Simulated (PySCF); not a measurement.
# Telling isomers of C5H6O2 apart by NMR

[PySCF 2.14.0 with density-fitted response routines: geometry from GFN2-xTB; J: B3LYP/pcJ-1 (spin–dipole term left out of most H,H and C,H couplings); GIAO PBE0/pcSseg-1 shieldings; in vacuum; one computed conformer; averaged over atoms made equivalent by symmetry, fast rotation or ring inversion; non-relativistic Hamiltonian]

Chemical shifts δ = σref − σ; $^{1}$H and $^{13}$C against TMS, all at this level. Multiplet labels drop J under 1 Hz and among equivalent protons, and merge close values. Unscaled 3J(H,H) run several per cent high. Where no couplings were computed, multiplicities follow the n + 1 count of equivalent neighbours, and m marks all less simple cases (inequivalent or close neighbours, rings, F or P nearby). Vicinal couplings that depend on rotamer populations or ring flexing (ring, CH–CH, X–H and H–F types) are those of the one conformer. Shifts are as computed. Against solution values, carbons near 30 ppm lie about +3 ppm off and those near 130 ppm about +5 ppm. Of 1211 compounds with measured shifts, 218 miss one by over three times the rms of a fit or turn the order of signals round; such compounds aren't used in these exercises.

(1) Tabulate the signals of `CC1=CO[C@H]1C=O`, `COc1ccoc1` and their relative energies.

(2) What is the quickest way to tell CC1=CO[C@H]1C=O from COc1ccoc1?

Results:

(1) 
```tsv
SMILES	carbon types	δC	δH	E rel. (kcal/mol)
CC1=CO[C@H]1C=O	1×C 3×CH 1×CH3	204.2, 162.7, 126.5, 94.3, 11.9	9.77 (d, 1H), 7.06 (quint, 1H), 5.13 (d of quint, 1H), 1.85 (t, 3H)	20.7
COc1ccoc1	1×C 3×CH 1×CH3	159.6, 146.6, 125.2, 110.8, 58.4	7.33 (m, 1H), 7.00 (m, 1H), 6.45 (m, 1H), 3.83 (s, 3H)	0.0
```

Energies are electronic energies at PBE0/pcSseg-1 on these geometries, without zero-point or thermal terms, each for the one conformer computed, which needn't be the lowest.

(2) Both give the same number of carbon signals, with the same numbers of each carbon type, so the positions decide. The first has an aldehyde carbonyl carbon (CH) at 204.2 ppm, the second a methyl carbon bonded to O (CH3) at 58.4 ppm. Their most deshielded carbons lie at 204.2 and 159.6 ppm. In the proton spectra the most deshielded non-exchanging signals are 9.77 (d, J = 3.5 Hz, 1H) and 7.33 (m, 1H).
